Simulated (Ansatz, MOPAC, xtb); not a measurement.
Diatomic SnCl, multiplicity 2 (lowest of 2S+1 = 2, 4 at CCSD(T)/def2-TZVPP on PBE0 minima; our sources give no spin for the ground state, which may be another). No spin–orbit coupling.

Seven points along R, fitted to fifth degree in 1/R; most abundant isotopes. In def2 and cc sets the state is the lowest found near the PBE0 minimum, followed along R.

Run with Ansatz (Gaussian basis) for Hartree–Fock, density functionals and correlated methods; MOPAC for PM6, PM7 (differences of heats of formation); xtb for the GFN methods. Each number belongs to the level named beside it. In def2 rows elements past Kr take small-core potentials, without spin–orbit coupling. The GFN methods have no spin term and hold the electronic entropy of 300 K.

| level | r_e (Å) | ω_e (cm⁻¹) | α_e (cm⁻¹) | B_e (cm⁻¹) | dipole (D) |
|---|---|---|---|---|---|
| PM6 | 2.327 | 350 | 6.9e-5 | 0.115 | - |
| PM7 | 2.370 | 371 | 0.00035 | 0.111 | - |
| GFN1-xTB | 2.403 | 343 | 0.00032 | 0.108 | - |
| GFN2-xTB | 2.365 | 333 | 0.00034 | 0.111 | - |
| SVWN5/def2-TZVPP | 2.348 | 356 | 0.00049 | 0.113 | 2.26 |
| PBE/def2-TZVPP | 2.390 | 336 | 0.00049 | 0.109 | 2.52 |
| r2SCAN/def2-TZVPP | 2.370 | 349 | 0.00049 | 0.111 | 2.50 |
| B97M-V/def2-TZVPP | 2.379 | 343 | 0.00049 | 0.110 | 2.64 |
| B3LYP/def2-TZVPP | 2.394 | 336 | 0.00049 | 0.109 | 2.77 |
| PBE0/def2-TZVPP | 2.368 | 350 | 0.00049 | 0.111 | 2.61 |
| BHLYP/def2-TZVPP | 2.374 | 349 | 0.00049 | 0.111 | 2.86 |
| CAM-B3LYP/def2-TZVPP | 2.371 | 349 | 0.00048 | 0.111 | 2.77 |
| wB97X-V/def2-TZVPP | 2.361 | 356 | 0.00048 | 0.112 | 2.72 |
| wB97M-V/def2-TZVPP | 2.366 | 353 | 0.00048 | 0.111 | 2.71 |
| B2PLYP/def2-TZVPP | 2.378 | 346 | 0.00049 | 0.110 | - |
| CCSD/def2-TZVPP | 2.365 | 356 | 0.00048 | 0.111 | - |
| CCSD/def2-QZVPP | 2.362 | 354 | 0.00048 | 0.112 | - |
| CCSD(T)/def2-TZVPP | 2.366 | 355 | 0.00048 | 0.111 | - |
| CCSD(T)/def2-QZVPP | 2.363 | 353 | 0.00048 | 0.111 | - |
| CCSD(T)/CBS(def2-TZVPP, def2-QZVPP) | 2.361 | 353 | 0.00048 | 0.112 | - |

Correlated levels freeze the inner cores; with def2 sets outer-core shells near the valence are correlated too. CBS(a, b) extrapolates the correlation energy as X⁻³ and adds the Hartree–Fock energy of set b. The state that PM6, PM7 reach isn't checked; PM7 holds dispersion and hydrogen-bond terms.

Ansatz is a quantum-chemistry and plane-wave program.
